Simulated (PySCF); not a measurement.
## How methods differ on the excitation energy of Mn²⁺

Mn²⁺ [Ar] 3d5 (6S) → Mn²⁺ [Ar] 3d4 4p1 (high-spin determinant), as a difference of total energies. Calculation: PySCF 2.14, in x2c-QZVPPall (11s7p5d4f2g, 103 functions); the spin-free X2C one-electron Hamiltonian (Gaussian nucleus). Correlated levels: valence: [Ar] frozen; valence and next inner shell: [Ne] frozen. The calculations carry no spin-orbit coupling.

```json
{"method": "UHF", "excitation energy (eV)": "13.004"}
{"method": "LDA", "excitation energy (eV)": "13.597"}
{"method": "PBE", "excitation energy (eV)": "13.300"}
{"method": "PBE0", "excitation energy (eV)": "13.419"}
{"method": "r2SCAN", "excitation energy (eV)": "13.408"}
{"method": "r2SCANh", "excitation energy (eV)": "13.442"}
{"method": "wB97X", "excitation energy (eV)": "13.606"}
{"method": "M06-2X", "excitation energy (eV)": "13.291"}
{"method": "B3LYP", "excitation energy (eV)": "13.287"}
{"method": "MP2 (valence)", "excitation energy (eV)": "13.619"}
{"method": "SCS-MP2 (valence)", "excitation energy (eV)": "13.209"}
{"method": "MP2 (valence and next inner shell)", "excitation energy (eV)": "13.944"}
{"method": "SCS-MP2 (valence and next inner shell)", "excitation energy (eV)": "13.555"}
```

How much does correlation contribute at MP2 (valence and next inner shell)?

13.944 − (13.004) = 0.940 eV, measured against UHF.

A first-order spin-orbit estimate (lowest level to lowest level, LS coupling) adds -0.112 eV.

The basis was made for the ground configuration and has no added diffuse functions, so the excitation energy can come out too high.

The determinant of the upper state mixes LS terms, which raises its energy above the lowest term, most at the Hartree-Fock and MP2 levels.
